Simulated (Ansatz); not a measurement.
The same path of BrGaH$_{4}$O$_{2}$ (8 atoms, charge 0, multiplicity 1) was run 3 times with different band settings. Lost on the way: Ga1–O7.

These are results of RKS PBE0-D4/def2-SVP in Ansatz 0.2.0, not measurements.

Relaxed end points:

```xyz
8
Properties=species:S:1:pos:R:3
Ga -0.518 -1.120 -0.068
Br 1.816 -1.151 -0.500
H -1.373 -1.167 -1.376
H -0.865 -1.546 1.387
H 1.331 0.913 0.490
O 0.635 1.568 0.736
O -0.496 1.022 0.093
H -0.530 1.480 -0.763
```

```xyz
8
Properties=species:S:1:pos:R:3
Ga -0.298 -1.285 0.045
Br 2.038 -1.605 -0.182
H -1.044 -1.249 -1.324
H -0.845 -1.619 1.467
H 1.138 0.811 -0.026
O 0.221 0.808 0.316
O -0.471 1.746 -0.484
H -0.738 2.393 0.187
```

Common settings: movable images 5; climbing image yes; spring 5.0 eV/Å²; start path through a guess of the saddle point; iteration limit 60; end points relaxed.

| run | optimiser | force threshold | largest step |
| --- | --- | --- | --- |
| 1 | quadratic models (default) | 0.05 eV/Å | default |
| 2 | quadratic models (default) | 0.2 eV/Å | default |
| 3 | lbfgs | 0.05 eV/Å | 0.5 Å |

(1) What does each run give, and how far can it be trusted?

Results:

(1) Run 1: converged after 22 iterations, highest image 0.431 eV above the first end. A vibrational analysis at the climbing image gives one clearly imaginary mode, 240i cm⁻¹: a first-order saddle point.
Run 2: converged after 7 iterations, highest image 0.469 eV above the first end. The threshold of 0.2 eV/Å is loose, so the images may lie well off the minimum-energy path. The order of the stationary point at the top wasn't checked.
Run 3: converged after 38 iterations, highest image 0.455 eV above the first end. The order of the stationary point at the top wasn't checked.
The orbitals stay closed-shell, which can raise the energy where a bond breaks towards radicals; this wasn't checked here.
